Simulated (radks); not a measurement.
The numbers below are computed, except where a source is named.
Question: Excited configurations of Ta66+: one electron is placed in a higher orbital outside [He] 2s2 2p2. The ground configuration is [He] 2s2 2p3. Level of theory: Dirac Kohn-Sham, PBE, spin-unpolarised, spherical densities, point nucleus; open shells are shared between the two j in proportion to 2j + 1 (a radial shooting solver on a logarithmic mesh with Libxc functionals). Excitation = E - E(ground); binding = E(ion) - E, where the ion is the core of charge +67; n* = 67/sqrt(2 binding) in atomic units. These energies are relativistic, and a one-electron ion of charge +67 with no core already has n* below n in this formula (Dirac formula, point nucleus, mean over j: 3p 2.947, 3d 2.982, 4s 3.895, 4f 3.988, 5s 4.891, 5d 4.970, 6p 5.932, 6d 5.967, 6f 5.981, 7d 6.965, 7f 6.979). The quantum defect is therefore taken as that value minus n*, so that it holds no relativistic shift of the bare ion. Eigenvalue and <r> are those of j = l + 1/2.

| outer orbital | excitation (eV) | binding (eV) | n* | quantum defect | eigenvalue (eV) | <r> (bohr) |
|---|---|---|---|---|---|---|
| 3p | 9406.2 | 7239.3 | 2.905 | 0.042 | -7043.5 | 0.1768 |
| 3d | 9707.6 | 6937.9 | 2.967 | 0.015 | -6821.7 | 0.1529 |
| 4s | 12470.6 | 4174.9 | 3.825 | 0.071 | -4145.1 | 0.3265 |
| 4f | 12804.1 | 3841.4 | 3.987 | 0.001 | -3793.7 | 0.2663 |
| 5s | 14015.4 | 2630.1 | 4.819 | 0.072 | -2612.4 | 0.5188 |
| 5d | 14153.1 | 2492.4 | 4.950 | 0.019 | -2464.7 | 0.5048 |
| 6p | 14882.6 | 1762.9 | 5.886 | 0.046 | -1735.4 | 0.7665 |
| 6d | 14917.3 | 1728.2 | 5.945 | 0.022 | -1710.7 | 0.7478 |
| 6f | 14932.8 | 1712.7 | 5.972 | 0.009 | -1697.2 | 0.7092 |
| 7f | 15387.2 | 1258.3 | 6.967 | 0.011 | -1247.8 | 0.9978 |

Estimate the row for 7d.

Answer: excitation (eV) 15377.5; binding (eV) 1268.0; n* 6.940; quantum defect 0.024; eigenvalue (eV) -1256.2; <r> (bohr) 1.035. The Delta-SCF ionisation energy is 16645.5 eV (NIST Atomic Spectra Database: 16150 eV, theoretical). Self-interaction in the functional shifts the binding energies and quantum defects, so they are the method's values and not measured ones. Spin polarisation and multiplet splitting are left out, so open shells lie too high by an amount that depends on their filling. Sharing an open shell by 2j + 1 raises it above the true ground level by a part of the spin-orbit splitting, which enters the differences from NIST.

Beside tabulated values, note that spin-unpolarised runs miss the spin-polarisation part of the exchange energy of open shells.
